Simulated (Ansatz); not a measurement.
Consider the substitution at a C–N bond: `BNC(=N)F` + H–F → `N=C(F)F` + `BN`.

Gas-phase electronic energies from Ansatz, PBE0-D4/def2-TZVP geometries. CCSD(T)/CBS adds triple-zeta CCSD(T) − MP2 to the extrapolated MP2 energy (def2 sets, frozen cores). This one scheme is used for every species. DFT in def2-TZVPP. Each species was taken in one conformer, which may not be the lowest.

```csv
level,ΔE (eV)
LDA (SPW92),0.21
PBE-D4,0.20
PBE0-D4,0.24
BHLYP,0.20
LC-ωPBE,0.18
RPA@PBE/def2-TZVPP,0.24
MP2/def2-TZVPP,0.34
SCS-MP2/def2-QZVPP,0.32
```

(1) What does CCSD(T)/CBS give? (Estimate.)

Largest T1 diagnostic among the species: 0.014.

## Answers

(1) The calculation gave: +0.34 eV. The listed levels differ from it by -0.13, -0.14, -0.10, -0.14, -0.16, -0.10, 0.00, -0.02 eV.

From BLYP to BHLYP (50 % exact exchange), in def2-TZVPP and without D4, ΔE moves by +0.08 eV. In def2-TZVPP, CCSD(T) changes the Hartree–Fock value by +0.10 eV (the triples alone add +0.01 eV) and MP2 by +0.17 eV.
